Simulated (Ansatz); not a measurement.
Reaction (hydrogenolysis of a C–F bond): `FC#[C][AlH2]` + H₂ → `C#[C][AlH2]` + H–F

Gas-phase electronic energies from Ansatz, PBE0-D4/def2-TZVP geometries. CCSD(T)/CBS is the MP2 limit (def2-TZVPP, def2-QZVPP) plus CCSD(T) − MP2 in def2-TZVPP, frozen cores. This one scheme is used for every species. DFT in def2-TZVPP. HSE06 is defined as in plane-wave codes.

(1) Is it downhill or uphill in electronic energy at CCSD(T)/CBS, and by how much? (Best estimate.)

(2) What do these levels give: PBE0-D4, r2SCAN0-D4, HSE06-D4, BHLYP-D4, CAM-B3LYP-D4, ωB97X-V, PBE-QIDH, PBE, PBE0, r2SCAN0, CCSD/def2-TZVPP, MP2/def2-QZVPP? (An estimate is asked.)

(3) What do rigid-rotor, harmonic-oscillator terms from PBE0-D4/def2-TZVP frequencies (298.15 K, 1 bar) make of the CCSD(T)/CBS value? (Estimate.)

Largest T1 diagnostic among the species: 0.013.

## Answers

(1) Computed: Downhill: ΔE = -155.9 kJ/mol.

(2) Ansatz gave: PBE0-D4 -135.1, r2SCAN0-D4 -138.1, HSE06-D4 -134.9, BHLYP-D4 -145.6, CAM-B3LYP-D4 -137.2, ωB97X-V -135.7, PBE-QIDH -146.0, PBE -124.8, PBE0 -135.5, r2SCAN0 -138.2, CCSD/def2-TZVPP -153.9, MP2/def2-QZVPP -157.3 kJ/mol.

(3) Computed: ΔZPE = +15.6 kJ/mol, ΔH = -142.0 kJ/mol, ΔS = 20 J/(mol·K), ΔG = -148.0 kJ/mol.

At CCSD(T), def2-SVP lies +26.8 kJ/mol from the extrapolated value and def2-TZVPP +5.5 kJ/mol. Leaving LDA and LC-ωPBE aside and taking each functional with its dispersion term where it has one, the values, not all of them listed here, spread over 21.8 kJ/mol, from PBE-QIDH to PBE-D4. LDA lies +7.6 kJ/mol from PBE without D4. From BLYP to BHLYP (50 % exact exchange), in def2-TZVPP and without D4, ΔE moves by −17.2 kJ/mol.
